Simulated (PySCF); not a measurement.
C₆H₈N (doublet state).
Structure used (GFN2-xTB), in Å, numbered top down from 1:
```
atom  x, y, z in Å
C1     0.983    2.411    0.664
C2     0.751    1.359    0.144
C3     0.485    0.072   -0.480
C4    -0.970   -0.186   -0.660
C5    -1.951    0.296    0.329
N6     0.934   -0.988    0.416
C7     1.607   -1.943   -0.034
H8     1.183    3.340    1.110
H9     1.010    0.025   -1.454
H10   -1.256   -0.911   -1.402
H11   -2.887   -0.254    0.260
H12   -1.545    0.207    1.339
H13   -2.166    1.360    0.179
H14    1.868   -2.746    0.640
H15    1.949   -2.035   -1.072
```

The hyperfine couplings belong to this conformer and change with its torsions.

The species is `C#C[C@H]([CH]C)N=C` [radical].

Method used: UKS B3LYP, pcH-1 on C H N, non-relativistic, mean-field spin-orbit, GIAO in PySCF 2.14.0. The structure is a single GFN2-xTB conformer in the gas phase; no vibrational or solvent corrections. A GFN2-xTB geometry isn't a minimum of the functional, and hyperfine couplings can be far from their values at a DFT geometry. Stability of the SCF solution: not tested.

Task: What is the g tensor, term by term?

Result: 
| Δg (ppm) | 1 | 2 | 3 |
| --- | --- | --- | --- |
| relativistic mass correction | -147 | -147 | -147 |
| gauge correction | 4 | 38 | 31 |
| orbital Zeeman/spin–orbit | -71 | 229 | 774 |
| total | -214 | 121 | 658 |

So g = 2.00211, 2.00244, 2.00298 and g_iso = 2.00251; the tensor is rhombic: the two nearest values differ by 38 % of g3 − g1. 

Task: What are the electron Larmor frequencies g μB B/h along the three axes at 330 mT?

Result: 9.2472, 9.2488, 9.2513 GHz for g1, g2 and g3, a range of 4.0 MHz.

Task: What effective moment and Curie constant follow for a powder?

Result: With the mean of g² = 4.0100 and S(S+1) = 0.75: μ_eff = √(⟨g²⟩S(S+1)) = 1.734 μB and χT = 0.12505·⟨g²⟩·S(S+1) = 0.376 cm³ K/mol (cgs; spin-Hamiltonian part alone).

Task: In a frozen sample, at which fields do the three g values resonate at 9.5, 34, 94 and 263 GHz (hyperfine left aside), and which band first spreads them over more than twice a line width of 0.5 mT?

Result: 
```
band    GHz  B(g3) mT  B(g2) mT  B(g1) mT  spread mT
   X    9.5    338.87    338.96    339.02       0.15
   Q   34.0   1212.81   1213.13   1213.33       0.53
   W   94.0   3353.05   3353.95   3354.51       1.46
   J  263.0   9381.41   9383.93   9385.50       4.09
```

The spread grows in proportion to the frequency. W band is the first where it exceeds 1.0 mT.

Largest spin populations (Mulliken): C4 (+1.01), C5 (-0.08), C3 (-0.06) and C7 (+0.06). C4 is the only atom above +0.15. The positive populations add up to 1.19 and the negative ones to -0.19, together 2S = 1. The angles at C4 add up to 358.6°, so it is planar; its axial dipolar tensor and the negative coupling of its proton fit spin in a p orbital normal to that plane.

The HOMO–LUMO gaps are 4.95 eV among the α and 5.38 eV among the β orbitals.
